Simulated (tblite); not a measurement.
Species: C9H9Cl.
Cartesian coordinates in Å at the GFN2-xTB level; atoms count from 1:
```xyz
19
C9H9Cl angstrom
C      1.4698    2.0517   -2.2476
C      0.5105    1.4696   -1.8148
C     -0.6687    0.8539   -1.3608
Cl    -2.1079    1.5997   -2.0117
C     -0.7071   -0.1956   -0.5121
C     -1.9572   -0.7686   -0.0648
C     -2.0977   -1.7650    0.8067
C      0.6001   -0.7394    0.0119
C      0.9010   -0.1323    1.3511
C      1.9638    0.6064    1.6035
H      2.3278    2.5387   -2.6046
H     -2.8452   -0.3225   -0.4919
H     -1.2665   -2.2608    1.2782
H     -3.0753   -2.1210    1.0827
H      1.4062   -0.5054   -0.6841
H      0.5252   -1.8247    0.1073
H      0.1650   -0.3195    2.1215
H      2.7017    0.8130    0.8460
H      2.1446    1.0312    2.5761
```

Level: GFN2-xTB in tblite, geometry and Hessian alike; calculated harmonic values, unscaled, isolated species. Against measured fundamentals such values can be off by several per cent, at times by over 20. One conformer, not necessarily the lowest.

Harmonic wavenumbers (cm⁻¹): 40.8, 47.7, 86.5, 111.5, 130.4, 166.5, 190.1, 246.7, 291.7, 365.0, 398.7, 428.0, 452.8, 468.1, 500.6, 589.6, 641.9, 650.3, 675.4, 719.1, 868.1, 886.2, 893.6, 944.9, 953.5, 1004.7, 1019.3, 1025.6, 1072.6, 1119.4, 1179.4, 1262.1, 1276.6, 1298.8, 1307.2, 1409.0, 1415.7, 1465.3, 1592.7, 1652.9, 1717.6, 2233.8, 2968.8, 3002.9, 3064.0, 3071.1, 3102.3, 3110.7, 3128.3, 3133.6, 3393.2.

A = 1262, B = 988.3, C = 603.7 MHz; mass 152.039 u (most abundant isotopes); point group C1, symmetry number 1.

**Question.** What is the zero-point energy?

**Answer.** ½Σν̃ = 31388 cm⁻¹ = 375.48 kJ/mol.

**Question.** Entropy at 400 K, 1 bar (ideal gas, RRHO, classical rotation)?

**Answer.** Translation 177.62, rotation 131.01, vibration 200.85: S = 509.5 J/(mol K).

**Question.** And Cp and H(400 K) − H(0)?

**Answer.** Cp = 221.81 J/(mol K), of which vibrations give 188.55 (their classical limit is 51 R = 424.0); H(400 K) − H(0) = 53.61 kJ/mol without the zero-point energy, 40.30 from vibrations.

**Question.** Blend soft modes into free rotors: weight 1/[1 + (100 cm⁻¹/ν̃)⁴] for the oscillator and the rest for a rotor with moment μB/(μ + B), μ = h/(8π²ν), B = 10⁻⁴⁴ kg m². What vibrational entropy results?

**Answer.** 182.32 J/(mol K) in place of 200.85, which changes −T·S at 400 K by +7.41 kJ/mol.

**Question.** What must be added to the electronic energy to get the Gibbs energy at 400 K and 1 bar?

**Answer.** ZPE + [H(400 K) − H(0)] − T·S = 375.48 + 53.61 − 203.79 = 225.30 kJ/mol.

**Question.** How do the functions run with temperature in this model?

**Answer.** 
```tsv
T (K)	S (J/(mol K))	Cp (J/(mol K))	H − H(0) (kJ/mol)	G − H(0) (kJ/mol)	ln q(vib)
100	311.0	89.4	6.12	-24.98	2.46
200	387.6	136.6	17.44	-60.07	5.78
300	451.6	181.7	33.38	-102.09	8.96
500	562.7	255.0	77.51	-203.83	15.02
800	698.7	322.7	165.12	-393.83	23.32
1000	774.0	351.9	232.73	-541.27	28.32
```

q(vib) and H(0) count from the zero-point level.

Hindered rotation and anharmonicity are outside this model. Other conformers, if any are populated, would add a mixing term that is left out. The structure is chiral; the term R ln 2 for an equal mix with its mirror image is left out.
